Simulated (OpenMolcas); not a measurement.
5d5 along the 73-electron sequence

- Program: OpenMolcas
- Method: SS-CASPT2, IPEA 0.25 Eh, imaginary shift 0.1 Eh
- Basis: ANO-R2
- Scalar Hamiltonian: X2C, finite nucleus
- Spin-orbit coupling: state interaction with AMFI integrals over the reference wave functions, term energies averaged over their components

Active space for each ion: 5 electrons in 10 orbitals (5d 6d); closed shells correlated by CASPT2: 5s 5p.

Computed levels in cm-1 above 6S 5/2:

```tsv
Level	Os3+	Ir4+	Pt5+	Au6+
4G 7/2	21500	23800	25770	27700
4G 11/2	22740	25310	27600	29860
4G 9/2	23350	26190	28800	31410
4P 1/2	24680	27810	30600	33370
4D 7/2	27390	31130	34680	38240
4D 1/2	30760	35400	39920	44580
2I 11/2	32930	36980	40840	44880
2I 13/2	36000	40710	45240	49910
2H 9/2	41550	46980	52150	57400
weight of 6S in the lowest level (%)	89	86	82	78
```

Mixed levels, with the weight of the term that names them: Os3+ 4G 7/2 (68 %), Os3+ 4P 1/2 (60 %), Os3+ 4D 7/2 (71 %), Os3+ 4D 1/2 (64 %), Os3+ 2H 9/2 (51 %), Ir4+ 4G 7/2 (65 %), Ir4+ 4P 1/2 (59 %), Ir4+ 4D 7/2 (66 %), Ir4+ 4D 1/2 (65 %), Ir4+ 2I 11/2 (73 %), Ir4+ 2H 9/2 (51 %), Pt5+ 4G 7/2 (60 %), Pt5+ 4P 1/2 (59 %), Pt5+ 4D 7/2 (61 %), Pt5+ 4D 1/2 (66 %), Pt5+ 2I 11/2 (71 %), Pt5+ 2H 9/2 (51 %), Au6+ 4G 7/2 (57 %), Au6+ 4G 11/2 (71 %), Au6+ 4P 1/2 (59 %), Au6+ 4D 7/2 (54 %), Au6+ 4D 1/2 (67 %), Au6+ 2I 11/2 (68 %), Au6+ 2H 9/2 (52 %).

4G 7/2 changes by a factor of 1.29 over the same range, with steps per unit of Z of +2300, +1970, +1930 cm-1.

CASPT2 does not keep the components of a term degenerate, so their means are used; among the terms shown or strongly mixed into the levels shown the widest spread is 250 cm-1 (5d5 2F(1), Os3+). Active for correlation alone: 6d; no level in the range computed is led by a configuration that fills it, so any true level of that kind is missing. Only configurations of the active space appear.

A number in round brackets counts repeated terms of one configuration in the order of the reference energies.
